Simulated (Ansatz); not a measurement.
Isolated molecules relaxed with PBE0-D4/def2-TZVP in Ansatz; ΔE leaves out vibrations. CBS: MP2 limit from def2 TZ/QZ plus the TZ coupled-cluster correction, frozen cores. One conformer a species, not always the lowest.

Reaction (formal exchange of groups at the Al–C bond): `C[CH2][AlH][O][SiH3]` + `OC(O)O[SiH3]` → `[SiH3][O][AlH][O][SiH3]` + `CCC(O)O`

`C[CH2][AlH][O][SiH3]`:

```xyz
14

C     0.255   -1.630    0.927
C     1.057   -1.453   -0.362
Al    0.780    0.221   -1.325
O    -0.287    1.370   -0.697
Si   -1.348    2.228    0.179
H     0.463   -2.589    1.412
H    -0.821   -1.588    0.742
H     0.478   -0.844    1.653
H     0.848   -2.275   -1.060
H     2.133   -1.542   -0.158
H     1.500    0.590   -2.686
H    -1.639    1.552    1.474
H    -2.624    2.382   -0.570
H    -0.797    3.580    0.469
```

`OC(O)O[SiH3]`:

Cartesian coordinates in Å:
```
O -1.257 0.345 0.975
C -0.812 -0.643 0.127
O -1.825 -0.965 -0.760
O 0.305 -0.254 -0.621
Si 1.540 0.639 0.036
H -1.759 0.973 0.441
H -0.540 -1.494 0.765
H -1.410 -1.268 -1.573
H 1.961 0.064 1.340
H 1.159 2.060 0.222
H 2.640 0.543 -0.951
```

`[SiH3][O][AlH][O][SiH3]`:

```xyz
12

Si    0.731   -1.670    1.867
O     0.700   -1.428    0.260
Al    0.448   -0.770   -1.262
O    -0.292    0.728   -1.411
Si   -1.009    2.149   -1.082
H     0.284   -3.054    2.176
H     2.114   -1.483    2.379
H    -0.171   -0.711    2.562
H     0.901   -1.552   -2.540
H    -0.334    3.239   -1.835
H    -2.439    2.097   -1.485
H    -0.932    2.454    0.372
```

`CCC(O)O`:

Cartesian coordinates in Å:
```
C -1.574 0.016 0.491
C -0.486 0.094 -0.563
C 0.899 0.243 0.029
O 1.794 0.380 -1.040
O 1.261 -0.828 0.860
H -2.555 -0.113 0.031
H -1.405 -0.821 1.171
H -1.607 0.928 1.093
H -0.656 0.940 -1.235
H -0.485 -0.804 -1.192
H 0.940 1.119 0.690
H 2.676 0.481 -0.669
H 1.196 -1.634 0.335
```

| species | HF/CBS(def2) energy (Eh) |
| --- | --- |
| `C[CH2][AlH][O][SiH3]` | -686.90618 |
| `OC(O)O[SiH3]` | -555.07890 |
| `[SiH3][O][AlH][O][SiH3]` | -973.94312 |
| `CCC(O)O` | -268.11753 |

(1) Work out ΔE.

Largest T1 diagnostic among the species: 0.012.

Answers

(1) ΔE = (-973.94312) + (-268.11753) − (-686.90618) − (-555.07890) = -0.07557 Eh = -47.4 kcal/mol. CCSD(T)/CBS gives -45.3 kcal/mol.

From PBE to PBE0 (25 % exact exchange), in def2-TZVPP and without D4, ΔE moves by −1.5 kcal/mol. In def2-TZVPP, CCSD(T) changes the Hartree–Fock value by +2.1 kcal/mol (the triples alone add +0.7 kcal/mol) and MP2 by +0.7 kcal/mol.
